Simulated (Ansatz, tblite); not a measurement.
Cost and result up the ladder for Si₁₂⁻ (12 atoms). Total charge -1; doublet. Geometry: PBE0-D4/def2-SVP.

```xyz
12

Si    2.972   -1.708   -0.211
Si   -1.972   -1.845    0.865
Si   -1.244   -2.278   -1.638
Si    1.047    1.342    2.581
Si    0.840   -1.726   -0.778
Si    1.787    0.121    0.531
Si   -0.037    1.205   -0.746
Si   -1.054    0.168   -2.628
Si    1.631    2.602    0.419
Si   -0.572    0.023    1.294
Si   -2.596   -0.391   -0.909
Si   -0.802    2.487    1.221
```

Ansatz on 4 threads of Intel Xeon on a shared host; xTB runs through tblite on one thread. Times are rough, summed over both states, and most runs start from the orbitals of an earlier one. No level here is sound enough to serve as a yardstick. The other state is a singlet.

The xTB rows come from tblite. The structure comes from a short search, and lower isomers may exist.

Raw xTB energies of ions are shifted by several eV, and xTB has no spin-polarisation term.

```tsv
level	functions	wall time
GFN2-xTB	108	0.86 s
PBE-D4/def2-SVP (with forces)	216	36 s
PBE0-D4/def2-SVP	216	97 s
r2SCAN-D4/def2-SVP	216	97 s
```

Question: Estimate what each level gives for the vertical IE (eV).

Answer: 
```json
{"level": "GFN2-xTB", "vertical IE (eV)": "3.15", "remarks": "–"}
{"level": "PBE-D4/def2-SVP (with forces)", "vertical IE (eV)": "3.16", "remarks": "restricted singlet, untested (singlet)"}
{"level": "PBE0-D4/def2-SVP", "vertical IE (eV)": "3.31", "remarks": "restricted singlet, untested (singlet)"}
{"level": "r2SCAN-D4/def2-SVP", "vertical IE (eV)": "3.37", "remarks": "restricted singlet, untested (singlet)"}
```
